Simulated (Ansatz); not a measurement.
A nudged elastic band was laid between two geometries of ClGaH2 + H (5 atoms, charge 0, multiplicity 2).

All numbers below come from Ansatz, UHF/def2-SVP.

```json
{"movable images": "7", "climbing image": "yes", "spring": "2.0 to 10.0 eV/Å², energy-weighted", "optimiser": "quadratic models (default)", "start path": "through a guess of the saddle point", "force threshold": "0.05 eV/Å", "iteration limit": "60", "end points": "relaxed"}
```

Image 0:

```xyz
5
Properties=species:S:1:pos:R:3
Ga 0.000 0.000 -0.379
Cl 0.000 0.000 1.790
H 1.404 0.000 -1.059
H -1.404 0.000 -1.059
H 0.000 0.000 5.787
```

Image 8:

```xyz
5
Properties=species:S:1:pos:R:3
Ga 0.000 0.000 -1.015
Cl 0.000 0.000 4.224
H 1.375 0.000 -1.812
H -1.375 0.000 -1.812
H 0.000 0.000 5.495
```

Which bonds break or form, and what moves?

Bonds broken: Ga1–Cl2. Bonds formed: Cl2–H5. ClGaH2 + H becomes ClH + GaH2.

Give the energies along the band, and the barrier.

It converged. The highest image is number 3 of 0 to 8, 1.57 eV above the first end and 1.17 eV above the last; the last end lies 0.40 eV above the first. Another band between the same ends (7 images) ends at a top of the same energy, where a vibrational analysis finds 2 clearly imaginary modes.

```json
{"image": "0", "path coordinate (Å)": "0.00", "energy (eV)": "0.00", "Ga1–Cl2 (Å)": "2.17", "Cl2–H5 (Å)": "4.00"}
{"image": "1", "path coordinate (Å)": "1.28", "energy (eV)": "0.10", "Ga1–Cl2 (Å)": "2.16", "Cl2–H5 (Å)": "2.57"}
{"image": "2", "path coordinate (Å)": "1.83", "energy (eV)": "0.80", "Ga1–Cl2 (Å)": "2.27", "Cl2–H5 (Å)": "1.87"}
{"image": "3", "path coordinate (Å)": "2.08", "energy (eV)": "1.57", "Ga1–Cl2 (Å)": "2.52", "Cl2–H5 (Å)": "1.52"}
{"image": "4", "path coordinate (Å)": "2.31", "energy (eV)": "1.09", "Ga1–Cl2 (Å)": "2.79", "Cl2–H5 (Å)": "1.30"}
{"image": "5", "path coordinate (Å)": "2.64", "energy (eV)": "0.75", "Ga1–Cl2 (Å)": "3.10", "Cl2–H5 (Å)": "1.27"}
{"image": "6", "path coordinate (Å)": "3.15", "energy (eV)": "0.52", "Ga1–Cl2 (Å)": "3.54", "Cl2–H5 (Å)": "1.27"}
{"image": "7", "path coordinate (Å)": "3.96", "energy (eV)": "0.41", "Ga1–Cl2 (Å)": "4.26", "Cl2–H5 (Å)": "1.27"}
{"image": "8", "path coordinate (Å)": "5.04", "energy (eV)": "0.40", "Ga1–Cl2 (Å)": "5.24", "Cl2–H5 (Å)": "1.27"}
```

What is the geometry of the highest image?


```xyz
5
Properties=species:S:1:pos:R:3:forces:R:3
Ga 0.000 0.000 -0.001 0.00 0.00 -0.01
Cl 0.000 0.000 2.518 0.00 0.00 0.00
H 1.394 0.000 -0.738 0.00 0.00 0.00
H -1.394 0.000 -0.738 0.00 0.00 0.00
H 0.000 0.000 4.040 0.00 0.00 0.00
```

The band took 9 iterations and roughly 80 core-seconds.

Run time: 77 s on 1 thread of Arm Neoverse V1, on a shared host, peak memory 0.15 GiB.
